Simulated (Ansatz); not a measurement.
Molecule: bromo(trimethyl)silane, C3H9BrSi, net charge 0, singlet state. 
Coordinates optimised at B3LYP-D3(BJ)/def2-TZVP (Ansatz, a quantum-chemistry and plane-wave program):
SMILES: Br[Si](C)(C)C
```xyz
14

Si    -0.0196     0.0954    -0.8263
C      1.6956    -0.2681    -1.4672
C     -1.2730    -1.1157    -1.4948
C     -0.5205     1.8607    -1.1690
Br     0.0337    -0.1643     1.4232
H      2.4279     0.4157    -1.0355
H      1.9974    -1.2874    -1.2219
H      1.7233    -0.1560    -2.5546
H     -0.9952    -2.1419    -1.2497
H     -1.3369    -1.0299    -2.5830
H     -2.2632    -0.9238    -1.0791
H     -0.5612     2.0385    -2.2472
H      0.1939     2.5617    -0.7349
H     -1.5046     2.0767    -0.7506
```

Property: atomisation energy (electronic, to ground-state atoms), in kcal/mol. Correlated levels leave the core frozen unless marked. UHF or UKS for open shells. Spin-orbit coupling is left out. Frozen are the shells of the preceding noble gas and the d and f shells that filled before the atom's block. No relativistic terms. The coupled-cluster limit lacks core correlation, which all-electron functionals hold. CBS(X,Y): correlation extrapolated as X^-3; Hartree-Fock from the larger set. The bracket is a focal-point correction in the basis named.

```tsv
level	program	atomisation energy (kcal/mol)
BLYP/def2-TZVPD	Ansatz	___
RI-MP2/CBS(def2-TZVPP,def2-QZVPP)+[CCSD(T)-MP2]/def2-TZVPP	Ansatz	___
```

Question: Fill in the missing entries.

Answer: 
- BLYP/def2-TZVPD, atomisation energy (kcal/mol): 1213.5
- RI-MP2/CBS(def2-TZVPP,def2-QZVPP)+[CCSD(T)-MP2]/def2-TZVPP, atomisation energy (kcal/mol): 1244.5
